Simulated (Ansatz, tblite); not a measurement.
Cost and result up the ladder for (ZnTe)2 ring (Zn₂Te₂) (4 atoms). Total charge 0; singlet. Geometry: r2SCAN-D4/def2-SVP.

```tsv
atom	x (Å)	y (Å)	z (Å)
Zn1	-0.425	-1.144	-0.196
Te2	1.197	-0.126	-1.856
Zn3	0.425	1.144	0.196
Te4	-1.197	0.126	1.856
```

Ansatz on 4 threads of Arm Neoverse V1 on a shared host; xTB runs through tblite on one thread. Times are rough, summed over both states, and most runs start from the orbitals of an earlier one. PBE0-D4/def2-TZVP serves as the yardstick here, not as an exact answer. The other state is a triplet.

In the def2 sets Te takes a core potential; there is no spin–orbit coupling. The xTB rows come from tblite.

xTB has no spin-polarisation term.

```json
{"level": "GFN1-xTB", "functions": "26", "wall time": "0.006 s", "vertical triplet (eV)": "2.28", "difference from PBE0-D4/def2-TZVP (eV)": "0.32"}
{"level": "GFN2-xTB", "functions": "26", "wall time": "0.011 s", "vertical triplet (eV)": "2.49", "difference from PBE0-D4/def2-TZVP (eV)": "0.52"}
{"level": "PBE-D4/def2-TZVP", "functions": "196", "wall time": "9.6 s", "vertical triplet (eV)": "1.70", "difference from PBE0-D4/def2-TZVP (eV)": "-0.27"}
{"level": "PBE0-D4/def2-TZVP", "functions": "196", "wall time": "19 s", "vertical triplet (eV)": "1.97", "difference from PBE0-D4/def2-TZVP (eV)": "0.00"}
{"level": "r2SCAN-D4/def2-TZVP (with forces)", "functions": "196", "wall time": "23 s", "vertical triplet (eV)": "1.71", "difference from PBE0-D4/def2-TZVP (eV)": "-0.26"}
```
